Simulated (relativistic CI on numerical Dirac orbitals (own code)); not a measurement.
# Fe³⁺: resonant inelastic scattering at the L2,3 edge

Computed with this model: Dirac-Coulomb-Breit CI, orbitals from a KLI potential per configuration, model QED (radiative potential, 1s self-energy scaled to tabulated hydrogen-like ionisation energies), valence Slater integrals scaled by 0.7, Kramers-Heisenberg scattering through one core-hole configuration in a parametric crystal field; configurations [Ar] 3d5 → [He] 2s2 2p5 3s2 3p6 3d6; 80 K; core-hole width 0.6 eV; summed over polarisations. Incident energies are the highest absorption maxima for each field (at most a few, so the weaker spin-orbit partner edge can be absent), on the computed scale of the free ion. Intensities are in per cent of the strongest line above 0.02 eV; levels within 1 cm⁻¹ are merged; final levels count from the ground level, the first row holds all elastic scattering, lines under 0.4 are left out and each table stops after 24 rows. The scale of the Slater integrals is a model choice and moves the terms in proportion.

Field parameters in Wybourne normalisation: Td as Oh with Dq negative (B⁴₀ = 21Dq, B⁴₄ = √(5/14) B⁴₀). The field is a parameter set, without covalency.

S is read from ⟨S²⟩ = S(S + 1).

Td, 10Dq = -1800 cm⁻¹:

```csv
Final level (eV),Degeneracy,Irrep,S,712.3 eV,713.5 eV,726.3 eV
0.000,6,Γ7+Γ8,2.50,1923.6,358.5,218.4
3.113,4,Γ8,1.50,7.0,1.4,0.3
3.114,2,Γ6,1.50,7.2,1.3,1.8
3.116,2,Γ7,1.50,3.1,1.7,0.7
3.118,4,Γ8,1.50,9.1,5.2,2.8
3.173,2,Γ6,1.50,1.2,0.3,0.6
3.174,4,Γ8,1.50,3.4,1.0,2.4
3.184,4,Γ8,1.50,6.6,2.1,2.8
3.188,2,Γ7,1.50,1.3,1.2,0.1
3.189,4,Γ8,1.50,3.9,1.0,1.1
3.190,2,Γ6,1.50,2.7,0.8,1.0
3.190,2,Γ7,1.50,4.3,1.2,0.7
3.191,4,Γ8,1.50,10.6,2.4,4.4
3.733,4,Γ8,1.50,22.2,20.5,24.1
3.734,2,Γ7,1.50,12.1,9.8,12.4
3.745,4,Γ8,1.50,36.3,10.0,0.9
3.759,2,Γ6,1.50,24.9,3.4,0.2
3.942,2,Γ7,1.50,6.4,5.2,60.2
3.960,4,Γ8,1.50,14.3,9.6,100.0
3.975,2,Γ6,1.50,4.1,3.1,44.6
3.984,2,Γ6,1.50,2.3,4.3,10.0
3.994,4,Γ8,1.50,9.9,15.6,5.3
3.995,4,Γ8,1.50,25.3,14.7,26.7
4.001,2,Γ7,1.50,17.5,7.2,10.3
```

Td, 10Dq = -4150 cm⁻¹:

```csv
Final level (eV),Degeneracy,Irrep,S,712.3 eV,713.5 eV,726.3 eV
0.000,6,Γ7+Γ8,2.50,2948.2,609.0,282.8
2.897,2,Γ6,1.50,13.5,2.9,4.4
2.897,4,Γ8,1.50,20.1,4.6,1.1
2.902,2,Γ7,1.50,7.9,7.9,2.4
2.904,4,Γ8,1.50,13.4,17.8,4.7
3.124,2,Γ6,1.50,1.6,0.3,1.7
3.124,4,Γ8,1.50,3.8,0.8,7.4
3.141,4,Γ8,1.50,12.8,5.7,8.8
3.150,2,Γ7,1.50,4.4,2.8,1.5
3.188,4,Γ8,1.50,6.2,1.9,1.6
3.189,2,Γ7,1.50,8.5,2.9,1.2
3.190,2,Γ6,1.50,2.7,1.4,2.3
3.191,4,Γ8,1.50,17.2,4.5,7.9
3.840,2,Γ7,1.50,9.9,17.8,53.9
3.844,4,Γ8,1.50,26.0,46.3,40.5
3.864,4,Γ8,1.50,29.2,36.5,27.5
3.893,2,Γ6,1.50,13.9,11.1,16.6
3.910,2,Γ7,1.50,10.3,16.2,46.5
3.940,4,Γ8,1.50,26.7,16.4,100.0
3.960,2,Γ6,1.50,16.0,5.9,34.6
3.992,2,Γ6,1.50,7.4,13.3,17.6
4.005,4,Γ8,1.50,22.6,4.7,15.4
4.020,4,Γ8,1.49,26.2,20.0,23.5
4.034,2,Γ7,1.49,26.4,9.7,11.3
```

Td, 10Dq = -6450 cm⁻¹:

```tsv
Final level (eV)	Degeneracy	Irrep	S	712.3 eV	713.5 eV	726.4 eV
0.000	6	Γ7+Γ8	2.50	2679.4	584.8	234.2
2.646	2	Γ6	1.50	9.9	3.1	3.2
2.648	4	Γ8	1.50	17.0	6.1	2.1
2.653	2	Γ7	1.50	6.6	10.9	2.4
2.655	4	Γ8	1.50	11.7	19.5	6.1
3.035	2	Γ6	1.50	1.7	0.2	1.3
3.036	4	Γ8	1.50	2.9	1.1	8.9
3.054	4	Γ8	1.50	14.0	6.7	6.6
3.067	2	Γ7	1.50	4.8	2.8	0.9
3.188	4	Γ8	1.50	6.1	2.7	2.9
3.189	2	Γ7	1.50	8.9	3.5	1.9
3.190	2	Γ6	1.50	2.1	1.7	3.5
3.191	4	Γ8	1.50	14.1	5.1	7.5
3.612	4	Γ8	0.53	1.3	0.9	3.0
3.689	2	Γ7	0.58	0.4	0.6	3.8
3.752	2	Γ7	1.46	5.4	12.3	48.9
3.778	4	Γ8	1.49	21.1	27.9	51.4
3.814	4	Γ8	1.50	14.8	35.1	21.5
3.823	2	Γ6	1.50	7.3	11.7	21.3
3.962	2	Γ7	1.49	9.0	16.1	22.9
3.971	4	Γ8	1.49	17.6	27.5	57.4
3.978	2	Γ6	1.49	6.8	15.5	28.9
4.094	2	Γ6	0.53	0.4	0.3	0.7
4.131	4	Γ8	0.53	0.8	0.2	1.0
```

For the first field the strongest loss at the lowest incident energy is the level at 3.74 eV (S = 1.50, against 2.50 in the thermal ground state). Levels of other spin, the first over 8 % at 3.12 eV, appear because spin-orbit coupling of the core hole, and in heavier ions of the valence shell too, mixes spins.
